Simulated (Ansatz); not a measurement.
One change: `[SH][InH][SH]` becomes `SBS`.

Ansatz, PBE0-D4/def2-TZVP geometries, multiplicity 1. Each molecule was computed in one conformer, which needn't be the lowest.

Elements past krypton have def2 core potentials.

| property | `[SH][InH][SH]` |
| --- | --- |
| HOMO energy (PBE/def2-TZVPP) / eV | -6.22 |
| HOMO–LUMO gap (PBE0/def2-TZVPP) / eV | 5.97 |
| HOMO–LUMO gap (PBE/def2-TZVPP) / eV | 4.11 |
| HOMO–LUMO gap (ωB97M-V/def2-TZVPP) / eV | 9.64 |
| HOMO energy (B3LYP/def2-TZVPP) / eV | -7.15 |
| LUMO energy (PBE0/def2-TZVPP) / eV | -1.43 |

Q: What does the change do to each property? (Best estimate.)

A: Computed: 
| property | `SBS` | shift |
| --- | --- | --- |
| HOMO energy (PBE/def2-TZVPP) / eV | -6.43 | -0.21 |
| HOMO–LUMO gap (PBE0/def2-TZVPP) / eV | 6.64 | 0.67 |
| HOMO–LUMO gap (PBE/def2-TZVPP) / eV | 4.60 | 0.49 |
| HOMO–LUMO gap (ωB97M-V/def2-TZVPP) / eV | 10.73 | 1.09 |
| HOMO energy (B3LYP/def2-TZVPP) / eV | -7.32 | -0.17 |
| LUMO energy (PBE0/def2-TZVPP) / eV | -0.93 | 0.50 |

With PBE0 the HOMO falls by 0.17 eV and the LUMO rises by 0.50 eV, so the gap widens by about 0.67 eV. PBE moves the HOMO by -0.21 eV and ωB97M-V by -0.12 eV.

B3LYP here is the variant with VWN-RPA as its local correlation; programs differ in this.
